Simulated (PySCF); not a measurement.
C5H8N2O.
Cartesian coordinates in Å at the GFN2-xTB level; atoms count from 1:
```
atom  x, y, z in Å
C1    -2.4757    0.4713   -0.4583
C2    -1.7917   -0.4592    0.5458
C3    -0.3620   -0.6385    0.2032
N4     0.1950   -1.6615   -0.3509
N5     1.5066   -1.3700   -0.5023
C6     1.6905   -0.1823   -0.0335
C7     2.9549    0.5782    0.0303
O8     0.5360    0.3501    0.4378
H9    -2.0065    1.4527   -0.4497
H10   -3.5256    0.5857   -0.2020
H11   -2.4042    0.0586   -1.4616
H12   -1.8642   -0.0358    1.5497
H13   -2.2625   -1.4416    0.5328
H14    2.8264    1.5563   -0.4290
H15    3.7251    0.0205   -0.4918
H16    3.2502    0.7244    1.0683
```

The calculation used TDDFT PBE0/def2-SVPD, vertical, gas phase, core orbitals frozen in the response in PySCF 2.14.0, density-fitted response routines.

Transition dipole moments from the ground state, in atomic units and in the frame of the coordinates above (overall signs are arbitrary), for the states with f of 0.002 or more among the lowest 8:

```tsv
state	E (eV)	μx	μy	μz
S2	6.550	-1.384	-0.156	0.043
S3	6.917	0.058	0.135	-0.243
S4	7.044	-0.135	-0.147	0.056
S5	7.231	-0.260	0.010	-0.041
S6	7.267	0.209	0.021	-0.045
S7	7.567	0.031	-0.431	-0.196
S8	7.783	0.053	-0.222	-0.026
```

What oscillator strength does each state have?

f = (2/3) ΔE |μ|² with ΔE in hartree (27.2114 eV).

| state | \|μ\|² (au) | \|μ\| (D) | f |
| --- | --- | --- | --- |
| S2 | 1.941 | 3.54 | 0.312 |
| S3 | 0.080 | 0.72 | 0.014 |
| S4 | 0.043 | 0.53 | 0.007 |
| S5 | 0.070 | 0.67 | 0.012 |
| S6 | 0.046 | 0.55 | 0.008 |
| S7 | 0.225 | 1.21 | 0.042 |
| S8 | 0.053 | 0.58 | 0.010 |

Which bond between heavy atoms lies closest to the direction of the S2 transition dipole?

N4–N5, at 8° from it; next C2–C3 at 18°.

What angle do the transition dipoles of S3 and S5 make?

|cos θ| = |μa·μb| / (|μa| |μb|) = 0.05, so θ ≈ 87° (taken between 0 and 90°, since the signs are arbitrary).

How is the summed strength of these states shared among x, y and z?

(2/3) Σ ΔE μα² gives 0.332 for x, 0.055 for y and 0.019 for z, 0.405 in all.

What peak molar absorption coefficient would the strongest computed level give as a lone Gaussian band 0.5 eV wide at half height?

ε(max) = 2.175×10⁸ f / FWHM, with the width in cm⁻¹. S2: 2.175×10⁸ × 0.3116 / 4033 ≈ 17000 L mol⁻¹ cm⁻¹.

Hardware: one thread, Arm Neoverse V1 (aarch64), shared host with 32 logical CPUs at a one-minute load of 22. Cost: 55 s, 0.85 GiB resident at most.

One conformer stands for the species.
